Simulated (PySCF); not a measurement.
BLYP on Ca- (calcium, charge -1), [Ar] 3d1 4s2, 2D determinant. All numbers are calculated (PySCF 2.14, the spin-free X2C one-electron Hamiltonian (Gaussian nucleus), in aug-cc-pwCVTZ-X2C (9s8p6d3f, 84 functions)).

```
cycle= 1 E= -680.447049114168  delta_E= -0.00573  |g|= 0.0341  |ddm|= 0.922
cycle= 2 E= -680.447394964599  delta_E= -0.000346  |g|= 0.011  |ddm|= 0.437
cycle= 3 E= -680.447494250418  delta_E= -9.93e-05  |g|= 0.00705  |ddm|= 0.169
cycle= 4 E= -680.447423320173  delta_E= 7.09e-05  |g|= 0.00715  |ddm|= 0.154
cycle= 5 E= -680.447481798666  delta_E= -5.85e-05  |g|= 0.00509  |ddm|= 0.0509
cycle= 6 E= -680.447512293976  delta_E= -3.05e-05  |g|= 0.00265  |ddm|= 0.0417
cycle= 7 E= -680.447529162567  delta_E= -1.69e-05  |g|= 0.00133  |ddm|= 0.0397
cycle= 8 E= -680.447534651169  delta_E= -5.49e-06  |g|= 0.000534  |ddm|= 0.0298
cycle= 9 E= -680.447535400534  delta_E= -7.49e-07  |g|= 0.000325  |ddm|= 0.00922
cycle= 10 E= -680.447535868754  delta_E= -4.68e-07  |g|= 2.54e-05  |ddm|= 0.0176
cycle= 11 E= -680.447535872563  delta_E= -3.81e-09  |g|= 2.24e-07  |ddm|= 0.00156
cycle= 12 E= -680.447535872563  delta_E= -3.41e-13  |g|= 2.29e-07  |ddm|= 1.21e-05
converged SCF energy = -680.447535872563  <S^2> = 0.75065334  2S+1 = 2.0006532
```

Highest occupied orbital energy: 1.828 eV; ⟨L²⟩ = 6.01; populations by l: s 8.00, p 12.00, d 1.00, f 0.00.

Task: Can this result be used?

Result: With care. The calculation finished and met its thresholds. The configuration of this anion was assumed by filling the next shell in order. It is not the known or likely ground configuration (Ca⁻, Sr⁻ and Ba⁻, for instance, bind a p electron), so these values are not the electron affinity of the element. At BLYP the highest occupied level has a positive energy, so only the finite basis holds that electron.
